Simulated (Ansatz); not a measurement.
Gas-phase electronic energies from Ansatz, PBE0-D4/def2-TZVP geometries. CCSD(T)/CBS is the MP2 limit (def2-TZVPP, def2-QZVPP) plus CCSD(T) − MP2 in def2-TZVPP, frozen cores. This one scheme is used for every species. Functionals use def2-TZVPP. B3LYP here is the variant with VWN-RPA as its local correlation; programs differ in this. One conformer a species, not always the lowest.

Reaction (β-hydride elimination): `CC[SiH](F)[AlH2]` → `F[SiH2][AlH2]` + ethylene

| level | ΔE (kcal/mol) | difference from CCSD(T)/CBS |
| --- | --- | --- |
| PBE-D4 | 36.5 | 2.5 |
| r2SCAN-D4 | 36.7 | 2.7 |
| PBE0-D4 | 38.6 | 4.6 |
| B3LYP-D4 | 32.7 | -1.3 |
| ωB97X-V | 36.7 | 2.7 |
| ωB97M-V | 35.3 | 1.3 |
| B2PLYP | 31.7 | -2.3 |
| PBE | 34.2 | 0.2 |
| r2SCAN | 36.0 | 2.0 |
| PBE0 | 36.6 | 2.6 |
| B3LYP | 29.0 | -5.0 |
| HF/def2-TZVPP | 26.3 | -7.7 |
| MP2/def2-TZVPP | 36.4 | 2.4 |
| SCS-MP2/def2-TZVPP | 33.2 | -0.8 |
| CCSD/def2-TZVPP | 33.1 | -0.9 |
| CCSD(T)/def2-TZVPP | 33.5 | -0.5 |
| HF/def2-QZVPP | 26.1 | -7.9 |
| MP2/def2-QZVPP | 36.6 | 2.6 |
| SCS-MP2/def2-QZVPP | 33.4 | -0.6 |
| HF/CBS(def2) | 26.0 | -8.0 |
| MP2/CBS(def2) | 36.9 | 2.9 |
| CCSD/CBS(def2) | 33.6 | -0.4 |
| CCSD(T)/CBS | 34.0 | 0 |

Largest T1 diagnostic among the species: 0.012.

In def2-TZVPP, CCSD(T) changes the Hartree–Fock value by +7.2 kcal/mol (the triples alone add +0.4 kcal/mol) and MP2 by +10.1 kcal/mol. The D4 term adds +3.7 kcal/mol with B3LYP and +2.1 kcal/mol with PBE0; it sums over pairs of atoms, weighted by their polarisabilities, and B3LYP, whose exchange is more repulsive, gets the larger term. From PBE to PBE0 (25 % exact exchange), in def2-TZVPP and without D4, ΔE moves by +2.4 kcal/mol.
